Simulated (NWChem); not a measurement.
Species: SnH3 cation; SMILES [SnH3+]

Computed with NWChem. The level has its own optimisation; frequencies are unscaled.

Q: Predict the results for Hartree-Fock/STO-3G (all-electron, non-relativistic). Quantities: r H–Sn (Å); highest harmonic frequency (cm⁻¹); lowest (cm⁻¹); zero-point energy (kcal/mol).

A: 
```yaml
r H–Sn (Å): 1.632
highest harmonic frequency (cm⁻¹): 2288
lowest (cm⁻¹): 772
zero-point energy (kcal/mol): 13.3
```
